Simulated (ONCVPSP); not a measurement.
Transferability test, ONCV potential for promethium (Pm)

```
Element                 : Pm (Z = 61)
Generator               : ONCVPSP 4.0.1
Type                    : optimised norm-conserving Vanderbilt (ONCV)
Functional              : LDA (Perdew-Wang 92)
Relativity              : scalar-relativistic
Frozen core             : [Kr] 4d10 4f4
Valence charge          : 11
Reference configuration : 5s2 5p6 5d1.5 6s1.5
Partial waves           : 5s+6s: rc 2.70 bohr, ncon 3, nbas 7, qcut 4 1/bohr, 3 projectors, debl 3.4 Ha; 5p: rc 2.60 bohr, ncon 3, nbas 7, qcut 6.3 1/bohr, 2 projectors, debl 3.7 Ha; 5d: rc 3.95 bohr, ncon 3, nbas 8, qcut 4.4 1/bohr, 2 projectors, debl 1.1 Ha; f scattering state at 0.16 Ha: rc 4.00 bohr, ncon 4, nbas 8, qcut 2.6 1/bohr, 2 projectors, debl 3.6 Ha
Local potential         : polynomial inside 2.35 bohr (lpopt 5, dvloc0 3 Ha)
Core correction         : none
```

Energies are relative to the spin-unpolarised reference configuration 5s2 5p6 5d1.5 6s1.5; without spin polarisation the order of configurations can differ from experiment.

Q: Give the all-electron excitation energy and the error of the potential for: 5s2 5p6 5d1 6s2; 5s2 5p6 5d1 6s1; 5s2 5p6 5d1 6s0; 5s2 5p6 5d2 6s0.

A:

| valence configuration | charge | ΔE all-electron (eV) | error AE − PS (meV) |
| --- | --- | --- | --- |
| 5s2 5p6 5d1 6s2 | 0 | -0.604 | +3.0 |
| 5s2 5p6 5d1 6s1 | +1 | 5.957 | +0.1 |
| 5s2 5p6 5d1 6s0 | +2 | 17.825 | -4.7 |
| 5s2 5p6 5d2 6s0 | +1 | 6.598 | +3.9 |

Levels in the configuration 5s2 5p6 5d1 6s1:

```
level  all-electron (eV)  pseudo (eV)
   5s            -51.561      -51.592
   5p            -31.629      -31.652
   5d             -8.762       -8.755
   6s             -9.154       -9.156
```

Note: no bound ghost flagged; GHOST(+) flagged for f at 108.3 eV.
